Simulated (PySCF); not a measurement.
Computed shifts of a molecule C₃H₇FOSi, PBE/pcSseg-1 (PySCF), GIAO, gas phase, atoms alike by connectivity averaged where their shifts nearly agree, in ppm (number of nuclei): ¹³C: 248.3 (1), 43.0 (1), -1.4 (1). ²⁹Si: -9.8 (1). ¹⁹F: -225.3 (1). ¹H: 5.25 (1), 2.86 (3), 0.66 (3). References: ¹³C against TMS (σ = 182.0 ppm); ¹⁷O against H2O (σ = 334.3 ppm); ²⁹Si against TMS (σ = 335.4 ppm); ¹⁹F against CFCl3 (σ = 133.6 ppm); ¹H against TMS (σ = 31.49 ppm), references at their B3LYP-D3(BJ)/def2-TZVP geometries, non-relativistic. Geometry optimised at B3LYP-D3(BJ)/def2-SVP. The values are those of a single conformer.

**Question.** Pick the molecule that these values belong to.
A. F[C@]1([SiH3])CCO1
B. CC(=O)[Si@@H](C)F
C. C/C=C(\F)[SiH2]O
D. O[C@@H]1[C@@H](F)[C@@H]1[SiH3]

**Answer.** B, CC(=O)[Si@@H](C)F
